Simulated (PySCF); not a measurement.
# Spinor energies of Tc³⁸⁺ (technetium, charge +38)

Start: [He] 2s2 2p1; 2p1/2 filled at m_j = +1/2. Calculated with PySCF 2.14 in an uncontracted even-tempered set (17 s from 17 bohr⁻², ratio 2.4; 12 p from 23 bohr⁻², ratio 2.4; 5 d from 74 bohr⁻², ratio 2.6; 4 f from 110 bohr⁻², ratio 2.6): generalised Hartree-Fock with the X2C-1e Hamiltonian and a Gaussian nucleus; one run each with spin-orbit coupling (SO) switched off, then screened by Boettger's factors.

| spinor shell | electrons | ε, spin-free (eV) | ε, screened SO (eV) | weight of nominal j (screened SO) | rms radius, screened SO (bohr) |
| --- | --- | --- | --- | --- | --- |
| 1s1/2 | 2 | -24303.7 | -24298.3 | 1.000 | 0.0391 |
| 2s1/2 | 2 | -5666.8 | -5665.2 | 1.000 | 0.152 |
| 2p1/2 | 1 | -5487.6 | -5580.4 | 1.000 | 0.130 |

| quantity | spin-free | screened SO |
| --- | --- | --- |
| E (hartree) | -2505.55243 | -2508.96412 |
| M_J | 1/2 | 1/2 |
| ⟨J²⟩ | 0.750 | 0.750 |
| ⟨L²⟩ | 2.000 | 2.000 |
| ⟨S²⟩ | 0.750 | 0.750 |

Each row is a mean over spinors that exchange with the open shell spreads, by up to 11.407 eV (2s1/2).

Breit and QED terms are absent; they matter most for the inner s and p1/2 levels.

Densities and radii are taken from the X2C orbitals without a picture-change correction, which distorts them close to the nucleus.

Without spin-orbit coupling the j labels of p, d and f shells carry no meaning; the spin-free column gives the mean over the occupied spinors of each nl shell.
